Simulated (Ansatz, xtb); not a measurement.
## Two isomers of C5H5FO

Structure a: `C=C/C=C(\F)C=O`, a singlet. Structure b: `C=C(F)/C=C/C=O`, a singlet. Both are isolated molecules in the gas phase, relaxed with PBE0-D3(BJ)/def2-SVP; the shapes shown needn't be the lowest conformers.

a (Å):

```xyz
12

C     0.3980    1.4294    2.8161
C     0.6986    0.3994    2.0090
C    -0.2231   -0.1390    1.0384
C     0.0401   -1.1686    0.2125
C    -0.9180   -1.7022   -0.7721
F     1.2168   -1.7989    0.2234
O    -2.0311   -1.2670   -0.9325
H     1.1189    1.8138    3.5411
H    -0.5802    1.9177    2.7738
H     1.6840   -0.0732    2.0696
H    -1.2226    0.2937    0.9335
H    -0.5163   -2.5598   -1.3673
```

b (Å):

```xyz
12

C    -0.3234   -0.3869    2.2813
C    -0.0906   -0.5819    0.9781
C     1.0067   -1.3509    0.4279
C     1.2227   -1.5358   -0.8879
C     2.3621   -2.3327   -1.3564
F    -0.9051   -0.0468    0.0678
O     2.6187   -2.5383   -2.5165
H     0.3424   -0.8250    3.0244
H    -1.1756    0.2080    2.6120
H     1.6888   -1.7990    1.1587
H     0.5632   -1.1022   -1.6444
H     3.0022   -2.7534   -0.5357
```

Estimate which is lower in electronic energy at CCSD(T)/def2-SVP + ΔMP2/def2-TZVPP, and by roughly how much.

The CCSD(T)/def2-SVP + ΔMP2/def2-TZVPP calculation puts structure b lower, by 0.126 eV.

The same difference at several levels:

```csv
level,geometry,E(b) − E(a) (eV),departure from the last row (eV),"job, with rough time for the two"
GFN2-xTB,GFN2-xTB,−0.022,+0.104,"optimisation, 0.11 s"
HF/STO-3G,GFN2-xTB,−0.031,+0.095,"single point, 0.38 s"
r2SCAN-D4/def2-SVP,GFN2-xTB,−0.078,+0.048,"single point, 2.6 s"
PBE0-D3(BJ)/def2-SVP,PBE0-D3(BJ)/def2-SVP,−0.078,+0.048,"optimisation, 27 s"
HF/def2-SVP,PBE0-D3(BJ)/def2-SVP,−0.105,+0.021,part of the CCSD(T) run
MP2/def2-SVP,PBE0-D3(BJ)/def2-SVP,−0.087,+0.039,part of the CCSD(T) run
CCSD(T)/def2-SVP,PBE0-D3(BJ)/def2-SVP,−0.071,+0.055,single point
CCSD(T)/def2-SVP + ΔMP2/def2-TZVPP,PBE0-D3(BJ)/def2-SVP,−0.126,,"single point, 41 s"
```

As drawn, both hold the same kinds of bond in the same numbers.

None of the levels shown reverses the order. The largest departure from CCSD(T)/def2-SVP + ΔMP2/def2-TZVPP is that of GFN2-xTB, 0.104 eV. The last row adds to CCSD(T) the change of the MP2 difference between the two basis sets, here −0.055 eV.

With thermal terms from frequencies at re-optimised GFN2-xTB minima (ideal gas, soft modes damped towards free rotors, one conformer each, 298.15 K, 1 atm): on the last row, ΔE + ΔZPE = −0.129, ΔH = −0.130, ΔG = −0.131 eV.

The correlated steps freeze 7 core orbitals. Programs: Ansatz 0.2.0, xtb 6.7.1; the last row on 2 threads of Intel(R) Xeon(R) 6975P-C (Granite Rapids) on a shared host.
